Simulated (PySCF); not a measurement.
# LaS at UHF

Level: UHF. La x2c-TZVPall, S x2c-TZVPall; spin-free X2C with a Gaussian nucleus (PySCF 2.14).

```
state                                           : doublet, about 0.1 electrons in the 4f shell (Mulliken)
bond length                                     : 2.390 Å
harmonic wavenumber                             : 470 cm⁻¹
force constant                                  : 3.39 mdyn/Å
rotational constant Be                          : 0.1136 cm⁻¹
anharmonicity ωexe                              : 0.764 cm⁻¹
vibration–rotation constant αe                  : 0.000270 cm⁻¹
bond order (Mayer)                              : 2.07
dipole moment (positive dipole means La(−)S(+)) : -6.64 D
```

These are scalar-relativistic numbers at best; spin–orbit coupling would shift them, the dissociation energy most. Hartree–Fock leaves out correlation, which carries a large part of most bond energies and some tenths to 1 eV of ionisation energies. The state is the lowest single determinant that the PBE0 search found; with open d or f shells the true ground state can be another one.
